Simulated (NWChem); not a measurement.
All runs are NWChem calculations. System: Cl4Sn, charge 0, spin multiplicity 1, at a geometry optimised with PBE0/def2-SVP with def2 effective core potentials on Sn. The structure started from a generated list of species. Level: G0W0@LDA (SVWN5)/def2-TZVP with def2 effective core potentials on Sn, RI basis def2-tzvp-rifit, no spin-orbit coupling.

Input file:

```
start mol
memory heap 200 mb stack 700 mb global 1700 mb
geometry units angstroms nocenter noautoz
  Cl     1.891522     0.000000    -1.337409
  Sn     0.000000     0.000000    -0.000082
  Cl    -1.891522     0.000000    -1.337409
  Cl     0.000000     1.891496     1.337530
  Cl     0.000000    -1.891496     1.337530
  symmetry group C2v
end
basis spherical
  * library def2-tzvp
end
ecp
  Sn library def2-ecp
end
basis "ri basis" bse spherical
  * library def2-tzvp-rifit
end
dft
  xc slater vwn_5
  iterations 100
  direct
  tolerances tight
end
task dft energy
gw
  method cdgw
  states alpha occ 4 vir 2
end
task dft gw
```

NWChem printed:

```
             Northwest Computational Chemistry Package (NWChem) 7.3.0
             --------------------------------------------------------

                                NWChem Input Module
                                -------------------

 Scaling coordinates for geometry "geometry" by  1.889725989
 (inverse scale =  0.529177249)

 Turning off AUTOSYM since
 SYMMETRY directive was detected!

                             Geometry "geometry" -> ""
                             -------------------------

 Output coordinates in angstroms (scale by  1.889725989 to convert to a.u.)

  No.       Tag          Charge          X              Y              Z
 ---- ---------------- ---------- -------------- -------------- --------------
    1 Cl                  17.0000     1.89152200     0.00000000    -1.33740900
    2 Sn                  50.0000     0.00000000     0.00000000    -0.00008200
    3 Cl                  17.0000    -1.89152200     0.00000000    -1.33740900
    4 Cl                  17.0000     0.00000000     1.89149600     1.33753000
    5 Cl                  17.0000     0.00000000    -1.89149600     1.33753000

 Effective nuclear repulsion energy (a.u.)    1019.2145955922

            Nuclear Dipole moment (a.u.)
            ----------------------------
        X                 Y               Z
 ---------------- ---------------- ----------------
     0.0000000000     0.0000000000     0.0000264562

      Symmetry information
      --------------------

 Group name             C2v
 Group number             16
 Group order               4
 No. of unique centers     3

      Symmetry unique atoms

     1    2    4


 Summary of "ao basis" -> "" (spherical)
 ------------------------------------------------------------------------------
       Tag                 Description            Shells   Functions and Types
 ---------------- ------------------------------  ------  ---------------------
 *                         def2-tzvp                  on all atoms

 Summary of "ri basis" -> "" (spherical)
 ------------------------------------------------------------------------------
[...]
        1787.077250563486           0.000000000000           0.000000000000
           0.000000000000        1787.101815789998           0.000000000000
           0.000000000000           0.000000000000        1787.128732210094

     Multipole analysis of the density
     ---------------------------------

     L   x y z        total         alpha         beta         nuclear
     -   - - -        -----         -----         ----         -------
     0   0 0 0     -0.000000    -45.000000    -45.000000     90.000000

     1   1 0 0     -0.000000     -0.000000     -0.000000      0.000000
     1   0 1 0     -0.000000     -0.000000     -0.000000      0.000000
     1   0 0 1     -0.000577     -0.002471     -0.002471      0.004365

     2   2 0 0    -56.148530   -245.279049   -245.279049    434.409568
     2   1 1 0      0.000000      0.000000      0.000000      0.000000
     2   1 0 1     -0.000000     -0.000000     -0.000000      0.000000
     2   0 2 0    -56.150960   -245.274293   -245.274293    434.397626
     2   0 1 1      0.000000      0.000000      0.000000      0.000000
     2   0 0 2    -56.149693   -245.267116   -245.267116    434.384540

 Task  times  cpu:       48.9s     wall:       48.9s

                                NWChem Input Module
                                -------------------

                                 NWChem GW Module
                                 ----------------

                             ***********************
                             ***        GW       ***
                             ***********************

 Summary of "ri basis" -> "ri basis" (spherical)
 ------------------------------------------------------------------------------
       Tag                 Description            Shells   Functions and Types
 ---------------- ------------------------------  ------  ---------------------
 Cl                     def2-tzvp-rifit             29      113   9s7p6d5f2g
 Sn                     def2-tzvp-rifit             38      184   9s8p8d6f4g3h

                 Memory Information
                 ------------------
          Available GA per process is          1699.7 MBs
          Available stack per process is        700.0 MBs
          Available heap per process is           0.1 MBs

          Peak memory in Initialization
              Peak GA per process is                 48.3 MBs
              Peak stack per process is               0.4 MBs
              Peak heap per process is               49.9 MBs
              Memory not in MA per process            0.0 MBs

          Peak memory in CDGW Calculation
              Peak GA per process is                 54.9 MBs
              Peak stack per process is               6.2 MBs
              Peak heap per process is                5.7 MBs
              Memory not in MA per process            0.1 MBs

          Computing 2-center integrals
          Computing Inverse Cholesky factor
          Computing 3-center integrals
          Computing Vxc

          Computing Sigma_x
          Computing W(iw) on the imaginary grid
          Solving quasiparticle equations

                  Alpha Orbitals
          State     Energy (eV)     Error (eV)
          -----------------------------------
@GW        42        -11.352           0.002
@GW        43        -11.114           0.002
@GW        44        -11.114           0.002
@GW        45        -11.114           0.002
@GW        46         -1.720           0.002
@GW        47          1.345           0.004

     GW Timing Statistics
   ------------------------
   Init.   :          0.3s
     ERIs  :          7.8s
     Distr.:          0.2s
     Vxc   :          0.2s
   Vmo     :          0.0s
   iW      :         25.2s
   I_n     :          0.0s
   R_n     :         15.6s
   GW total:         49.2s

 Task  times  cpu:       49.2s     wall:       49.2s

 Total times  cpu:       98.2s     wall:       98.2s
```
